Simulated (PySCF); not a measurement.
# Correlation energy of Mo⁺ (molybdenum, charge +1)

[Kr] 4d4 5s1, high-spin 6D determinant (an excited configuration). All numbers are calculated (PySCF 2.14, scalar relativity through the core potential, in def2-TZVPPD with the def2 core potential (28 electrons) (6s4p3d2f1g, 56 functions)). Frozen: nothing; 13 electrons correlated.

MP2 pair energies summed by pair of shells (mhartree):

```tsv
pair	energy	share (%)
4p-4d	-119.03	37.3
4p-4p	-86.47	27.1
4d-4d	-34.30	10.7
4s-4p	-28.84	9.0
4d-5s	-16.22	5.1
4p-5s	-15.45	4.8
4s-4d	-13.20	4.1
4s-4s	-4.91	1.5
4s-5s	-0.84	0.3
```

Total MP2 correlation energy: -319.25 mhartree.

Same-spin part -115.43 and opposite-spin part -203.82 mhartree; SCS-MP2 scales them by 1/3 and 6/5 to -283.06 mhartree.

The basis has no tight functions for the innermost shells, so their pair energies are far from complete.

This basis was not built for core-valence correlation, so the inner-shell part is incomplete.
